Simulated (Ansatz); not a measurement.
Reaction (cleavage of the Si–B bond): `[CH3][SnH2][BH][SiH3]` + `[SH][AlH][SH]` → `[SiH3][S][AlH][SH]` + `[BH2][SnH2][CH3]`

Computed with Ansatz on PBE0-D4/def2-TZVP structures; ΔE is electronic, products minus reactants. CCSD(T)/CBS adds triple-zeta CCSD(T) − MP2 to the extrapolated MP2 energy (def2 sets, frozen cores). This one scheme is used for every species. DFT in def2-TZVPP. Elements past krypton have def2 core potentials. For Sn outer-core shells are correlated without core-valence functions, which leaves a few kJ/mol of doubt a bond. Each species was taken in one conformer, which may not be the lowest.

Problem. Is it downhill or uphill in electronic energy at CCSD(T)/CBS, and by how much? (Best estimate.)

Solution. The calculation gave: Downhill: ΔE = -0.69 eV.

Problem. What do these levels give: r2SCAN-D4, PBE0-D4, ωB97M-V, PBE, HF/def2-TZVPP, MP2/def2-TZVPP, SCS-MP2/def2-TZVPP, CCSD/def2-TZVPP, MP2/def2-QZVPP, SCS-MP2/def2-QZVPP, HF/CBS(def2), MP2/CBS(def2)? (An estimate is asked.)

Solution. The calculation gave: r2SCAN-D4 -0.67, PBE0-D4 -0.65, ωB97M-V -0.72, PBE -0.57, HF/def2-TZVPP -0.77, MP2/def2-TZVPP -0.79, SCS-MP2/def2-TZVPP -0.77, CCSD/def2-TZVPP -0.67, MP2/def2-QZVPP -0.80, SCS-MP2/def2-QZVPP -0.78, HF/CBS(def2) -0.77, MP2/CBS(def2) -0.81 eV.

Largest T1 diagnostic among the species: 0.013.

The D4 term adds −0.04 eV with B3LYP and −0.02 eV with PBE0; it sums over pairs of atoms, weighted by their polarisabilities, and B3LYP, whose exchange is more repulsive, gets the larger term. From PBE to PBE0 (25 % exact exchange), in def2-TZVPP and without D4, ΔE moves by −0.06 eV.

B3LYP here is the variant with VWN-RPA as its local correlation; programs differ in this.
